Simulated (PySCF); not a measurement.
# Be²⁺: ionisation energy

Be²⁺ 1s2 (1S) → Be³⁺ 1s1 (2S), as a difference of total energies. Computed with PySCF 2.14 in cc-pVTZ (4s3p2d1f, 30 functions), with the non-relativistic Hamiltonian (point nucleus). Correlated levels: valence: nothing frozen. The calculations carry no spin-orbit coupling.

```
        method  ionisation energy (eV)
           UHF                  153.25
          TPSS                  154.64
           PBE                  153.95
CCSD (valence)                  153.37
```

Problem. Estimate what MP2 (valence) gives.

Solution. 153.37 eV, closest to CCSD (valence) among the rows shown.

Problem. Estimate what SCS-MP2 (valence) gives.

Solution. 153.39 eV, closest to CCSD (valence) among the rows shown.

Errors of the correlated levels include the incompleteness of this basis.

With two correlated electrons CCSD is exact in that space.

For comparison: 153.90 eV (theoretical estimate listed by NIST; NIST Atomic Spectra Database, ionization energies).
